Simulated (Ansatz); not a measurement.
One change: `OB[NH][GaH2]` becomes `NBO`.

Ansatz, PBE0-D4/def2-TZVP geometries, multiplicity 1. Each molecule was computed in one conformer, which needn't be the lowest.

Scalar relativity is left out up to krypton.

| property | `OB[NH][GaH2]` |
| --- | --- |
| size of the dipole moment (B3LYP/def2-TZVPP) / D | 1.44 |
| HOMO–LUMO gap (PBE/def2-TZVPP) / eV | 4.82 |
| LUMO energy (PBE/def2-TZVPP) / eV | -1.24 |
| HOMO energy (PBE0/def2-TZVPP) / eV | -7.34 |
| size of the dipole moment (PBE/def2-TZVPP) / D | 1.35 |
| LUMO energy (B3LYP/def2-TZVPP) / eV | -0.69 |

(1) Give the same properties after the change, and the shifts. (Best estimate.)

Answers

(1) Ansatz gave: 
```
                                        property  `NBO`  shift
size of the dipole moment (B3LYP/def2-TZVPP) / D   0.63  -0.81
             HOMO–LUMO gap (PBE/def2-TZVPP) / eV   6.62   1.80
               LUMO energy (PBE/def2-TZVPP) / eV   0.31   1.55
              HOMO energy (PBE0/def2-TZVPP) / eV  -7.76  -0.42
  size of the dipole moment (PBE/def2-TZVPP) / D   0.57  -0.78
             LUMO energy (B3LYP/def2-TZVPP) / eV   0.76   1.45
```

With PBE0 the HOMO falls by 0.42 eV and the LUMO rises by 1.54 eV, so the gap widens by about 1.96 eV. PBE moves the HOMO by -0.25 eV and ωB97M-V by -0.54 eV. Dipoles are sizes alone; their direction can turn.

B3LYP here is the variant with VWN-RPA as its local correlation; programs differ in this.
